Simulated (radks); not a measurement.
Species: the lead ion Pb2+. Configuration: [Hg].

Calculated with a radial shooting solver on a logarithmic mesh with Libxc functionals: Dirac Kohn-Sham, PBE, spin-unpolarised, spherical densities, finite nucleus; Fermi nuclear charge, rms radius 5.5012 fm.

Energy parts (Ry):
| part | energy |
|---|---|
| total | -41843.7869 |
| kinetic | 48655.8883 |
| electron-nucleus | -105766.0782 |
| Hartree | 16045.8122 |
| exchange-correlation | -779.4092 |

Orbitals (lengths in bohr, moments of r in powers of bohr; r(max) is where P^2 peaks):
orbital	occ.	eigenvalue (Ry)	r(max)	small-component weight
1s1/2	2	-6463.050	0.009845	9.78e-02
2s1/2	2	-1156.086	0.05739	2.26e-02
2p1/2	2	-1110.773	0.04198	2.27e-02
2p3/2	4	-949.8644	0.04970	1.99e-02
3s1/2	2	-278.4286	0.1615	7.59e-03
3p1/2	2	-257.8622	0.1504	7.54e-03
3p3/2	4	-221.9617	0.1660	6.75e-03
3d3/2	4	-187.9690	0.1289	6.63e-03
3d5/2	6	-180.3283	0.1331	6.42e-03
4s1/2	2	-63.98525	0.3629	2.61e-03
4p1/2	2	-55.06140	0.3603	2.52e-03
4p3/2	4	-46.27397	0.3919	2.21e-03
4d3/2	4	-31.69256	0.3832	2.01e-03
4d5/2	6	-30.05219	0.3928	1.93e-03
4f5/2	6	-11.17897	0.3477	1.57e-03
4f7/2	8	-10.80917	0.3521	1.54e-03
5s1/2	2	-11.79014	0.7902	7.02e-04
5p1/2	2	-8.74375	0.8284	6.15e-04
5p3/2	4	-7.10256	0.9055	5.18e-04
5d3/2	4	-2.89672	1.054	3.28e-04
5d5/2	6	-2.70465	1.086	3.07e-04
6s1/2	2	-2.01525	1.920	1.15e-04

The highest occupied level is 6s1/2 at -27.419 eV. For comparison, the ionisation energy in NIST's Atomic Spectra Database is 31.937 eV (measured). In exact Kohn-Sham theory the highest level is minus the ionisation energy, but local and semilocal functionals leave it too shallow, through self-interaction and a potential that decays too fast; potentials with the right tail come closer. The electron density at the nucleus is 2.736e+06 e/bohr^3. Summed over all electrons, <r^2> = 45.85 bohr^2, which gives a Langevin (diamagnetic) susceptibility term of -36.3 x 10^-6 cm^3/mol. The density falls to 0.001 e/bohr^3 at r = 3.68 bohr.
